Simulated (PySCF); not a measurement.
Excited states of S⁶⁺ (sulfur, charge +6)

Ground state [Ne], ¹S. All numbers are calculated (PySCF 2.14, the non-relativistic Hamiltonian (point nucleus), in aug-cc-pV(Q+d)Z (7s6p5d3f2g, 89 functions)). Vertical excitation energies in eV without spin-orbit coupling; excited terms of each kind are numbered among those the solver found. Frozen: 1s2.

```
 term  leading excitation  EOM-EE-CCSD
1 3P°              2p → s       170.17
1 1P°              2p → s       171.52
 1 3S              2p → p       181.61
 1 3D              2p → p       183.88
 1 1D              2p → p       184.81
 1 1P              2p → p       185.08
 1 3P              2p → p       185.12
 1 1S              2p → p       192.11
2 3P°              2p → d       201.77
1 3F°              2p → d       202.60
1 1F°              2p → d       203.21
1 1D°              2p → d       203.75
 2 3S              2p → p       228.90
 2 1D              2p → p       230.78
```

The solver can miss terms.
